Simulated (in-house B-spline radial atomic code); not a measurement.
Configurations of the nitrogen ion N²⁺, with energies counted from [He] 2s2 (2p1/2)1. Computed with a B-spline radial code for spherical atoms: Dirac-Hartree-Fock, average of each configuration as written, Fermi nucleus of rms radius 2.5582 fm. Energies include first-order Breit, QED and recoil terms.

Occupations are held fixed; configurations that lie above the ionisation limit could autoionise.

```tsv
configuration	E - E(ref) (eV)	highest orbital	its <r> (bohr)
[He] 2s1 (2p1/2)2	11.541	2p1/2	1.143
[He] 2s2 3s1	27.518	3s1/2	3.175
[He] 2s1 (2p3/2)1 (3d3/2)1	41.734	3d3/2	3.327
[He] 2s2 (6p3/2)1	43.463	6p3/2	16.17
[He] 2s1 (2p1/2)1 (5f7/2)1	50.819	5f7/2	10.48
[He] 2s1 (2p1/2)1 (5g9/2)1	50.824	5g9/2	9.166
[He] 2s1 (2p3/2)1 (6g7/2)1	52.347	6g7/2	14.67
```

Task: Order these further configurations by energy, lowest first.
A. [He] 2s2 (5f5/2)1
B. [He] 2s1 (2p3/2)1 (3p1/2)1
C. [He] 2s2 (6f5/2)1
D. [He] 2s2 (2p3/2)1
E. [He] 2s1 (2p1/2)1 (6p3/2)1

Result: D (0.022124 eV), B (39.412 eV), A (42.274 eV), C (43.772 eV), E (52.023 eV).

Task: How far above the reference does [He] 2s2 (5p1/2)1 lie?

Result: 41.725 eV; its least bound orbital is 5p1/2 with <r> = 10.92 bohr.

Task: How far above the reference does [He] 2s2 4s1 lie?

Result: 37.238 eV; its least bound orbital is 4s1/2 with <r> = 6.201 bohr.
